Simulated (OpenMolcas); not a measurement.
## Computed transition rates of Fe I

```yaml
Program: OpenMolcas
Method: "MS-CASPT2, IPEA 0.25 Eh, imaginary shift 0.1 Eh (closed shells correlated: 3s 3p 4s)"
Basis: ANO-RCC-VTZP [6s5p3d2f1g]
Scalar_Hamiltonian: DKH2, point nucleus
Active_space: 6 electrons in 5 orbitals (3d)
State_averaging: 2S+1 = 5 even, 5 roots; 2S+1 = 3 even, 45 roots; 2S+1 = 1 even, 50 roots (35 in the spin-orbit step)
Spin-orbit_coupling: state interaction with AMFI integrals over the reference wave functions, term energies averaged over their components
```

Rates come from the transition moments of the reference wave functions (E1 and E2 in the length form). At fixed line strength A goes as λ^-3 for E1 and M1 and as λ^-5 for E2, so a rate at the computed wavelength can be rescaled to the measured one. Measured vacuum wavelengths follow from level energies in NIST Handbook of Basic Atomic Spectroscopic Data. Branching counts decays inside the model space alone, at computed energies, and the table is only a selection of the M1 lines, drawn from those between levels with measured partners whose computed energy lies within a factor of 1.5 of the measured one.

| Upper | Lower | Type | λ computed (nm) | λ measured (nm) | A computed (s-1) | A rescaled (s-1) | Branching % |
| --- | --- | --- | --- | --- | --- | --- | --- |
| 3d⁶ 4s² ³P₂(1) | 3d⁶ 4s² ⁵D₃ | M1 | 559.6 | 556.7 | 3.80e-01 |  | 91.4 |
| 3d⁶ 4s² ⁵D₃ | 3d⁶ 4s² ⁵D₄ | M1 | 23390 | 24040 | 2.72e-03 | 2.51e-03 | 100.0 |
| 3d⁶ 4s² ⁵D₂ | 3d⁶ 4s² ⁵D₃ | M1 | 33360 | 34710 | 1.75e-03 | 1.55e-03 | 100.0 |
| 3d⁶ 4s² ⁵D₁ | 3d⁶ 4s² ⁵D₂ | M1 | 51890 | 54310 | 6.78e-04 | 5.91e-04 | 100.0 |
| 3d⁶ 4s² ⁵D₀ | 3d⁶ 4s² ⁵D₁ | M1 | 105800 | 111200 | 1.37e-04 | 1.18e-04 | 100.0 |

Spin-changing lines and M1 lines between different terms are not rescaled, since their strength hangs on the term gaps too.

The largest correction is for 3d⁶ 4s² ⁵D₀ → 3d⁶ 4s² ⁵D₁ (M1): 1.37e-04 × (105800 / 111200)^3 = 1.18e-04 s-1, a factor of 0.86.

The computed rate and branching of 3d⁶ 4s² ⁵D₃ → 3d⁶ 4s² ⁵D₄ give the upper level a radiative lifetime of 1.000 / 2.72e-03 s-1 = 3.68e+02 s, counting decays inside the model space alone. The rescaled rate gives about 4.0e+02 s.

No measured rate stands beside these. Rescaling mends the energy factor alone: line strengths can still be far off where a level mixes with configurations outside the active space, and weak or spin-changing lines hang on small mixing coefficients that depend on the term gaps too, so rescaling need not improve them.

Some high roots are left out of the spin-orbit mixing, which shifts the levels that they would mix with. With the s shell closed, the reference lacks s² → p², s² → d² and s → d mixing, so excited terms can stand far too high and out of order, with CASPT2 too. Measured partners are found by configuration, term and J. A level has none where our copy of the source lacks it or the pairing is in doubt (some pairs that miss far off the trend of their configuration count as doubtful). Levels of configurations outside the active space are missing.

A number in round brackets counts repeated terms of one configuration in the order of the reference energies.
